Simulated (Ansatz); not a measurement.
Input for Ansatz (an electronic-structure program): U-CCSD(T)/cc-pVTZ on CH5GaO (SMILES [CH3][GaH][OH]), a point of a bond scan (R = 3.612 Å). The run froze 16 orbitals, filled d shells among them.

Ansatz 0.2 input:
```yaml
crystal:
  periodic: [false, false, false]
  atoms:
    - {symbol: Ga, position_ang: [-0.20387702, -0.20087746, -0.18794731]}
    - {symbol: H, position_ang: [-2.32032741, -2.45646729, -2.05253302]}
    - {symbol: C, position_ang: [0.23367618, 1.68484976, -0.52349908]}
    - {symbol: H, position_ang: [0.71008193, 1.79959260, -1.49873918]}
    - {symbol: H, position_ang: [0.90792671, 2.05496810, 0.24752430]}
    - {symbol: H, position_ang: [-0.67239606, 2.29332646, -0.52678867]}
    - {symbol: O, position_ang: [0.58916424, -0.88060294, 1.28534330]}
    - {symbol: H, position_ang: [0.38327687, -1.80339226, 1.46125511]}
basis:
  gaussian:
    orbitals: cc-pVTZ
correlation: {method: ccsd_t, electrons: outside_noble_gas}
scf: {omitted_lower_state_checks: [cluster_reference]}
magnetization: {spin_polarized: true, initial_magnetization: 0}
```

The log:

```
WARN ansatz: RAYON_NUM_THREADS=1 ignored (pool sized by the plan → 1); use --threads N
Functional definition: HF
these checks for a lower state are left out or cut short: cluster_reference
integrals: 0.86 GiB planned
1005 factors; integrals over basis functions are off by at most 1.2e-3 eV
mean field: 0.69 GiB planned
mean field evaluation 1: about -55475.1520 eV, gradient 3.0e1 eV
mean field evaluation 2: about -55475.1531 eV, gradient 3.0e1 eV
mean field evaluation 4: about -55479.0705 eV, gradient 2.6e0 eV
mean field evaluation 8: about -55479.1282 eV, gradient 5.3e-4 eV
mean field evaluation 16: about -55479.1282 eV, gradient 1.4e-4 eV
mean field evaluation 32: about -55481.2546 eV, gradient 1.7e-6 eV
mean field evaluation 64: about -55481.2510 eV, gradient 4.7e-1 eV
mean field -55481.25464582 eV, -2038.8985016888 hartree, gradient 2.0e-6 eV, S^2 0.969905; 8 other end points of the search recorded, 0 dependent functions left out
16 core orbitals not correlated, not the lowest: weight in the atoms' cores, before any rotation towards them, 0.839 or more for the frozen orbitals, at most 0.170 for the correlated occupied ones
reference -55481.25464582 eV, -2038.8985016888 hartree; 9, 9 occupied and 148, 148 virtual orbitals, 1005 factors
second order -13.26797367 eV of doubles, -0.00000000 eV of singles
coupled cluster: 1.95 GiB planned
cycle   1  -13.40376622 eV  change   -1.4e-1 eV  update   8.8e-2
cycle   2  -13.72086198 eV  change   -3.2e-1 eV  update   3.0e-2
cycle   3  -13.82484105 eV  change   -1.0e-1 eV  update   2.0e-2
cycle   4  -13.82220721 eV  change    2.6e-3 eV  update   8.2e-3
cycle   5  -13.82066250 eV  change    1.5e-3 eV  update   5.8e-3
cycle   6  -13.82339883 eV  change   -2.7e-3 eV  update   4.4e-3
cycle   7  -13.82527021 eV  change   -1.9e-3 eV  update   3.8e-3
cycle   8  -13.82917871 eV  change   -3.9e-3 eV  update   3.2e-3
cycle   9  -13.83316699 eV  change   -4.0e-3 eV  update   2.3e-3
cycle  10  -13.83337078 eV  change   -2.0e-4 eV  update   1.5e-3
cycle  11  -13.83565577 eV  change   -2.3e-3 eV  update   8.9e-4
cycle  12  -13.83596259 eV  change   -3.1e-4 eV  update   3.9e-4
cycle  13  -13.83617966 eV  change   -2.2e-4 eV  update   1.7e-4
cycle  14  -13.83623950 eV  change   -6.0e-5 eV  update   7.6e-5
cycle  15  -13.83620349 eV  change    3.6e-5 eV  update   3.3e-5
cycle  16  -13.83620052 eV  change    3.0e-6 eV  update   1.5e-5
coupled cluster: 1.96 GiB planned
perturbative correction -0.53054533 eV, -0.0194971811 hartree
Total energy: -55495.62139166 eV, -2039.4264698604 hartree
Checks for a lower state left out: cluster_reference
```

The calculation finished and met its thresholds. Its determinant has ⟨S²⟩ = 0.97, a mixture of spin states.

Cost: very roughly 80 core-seconds.
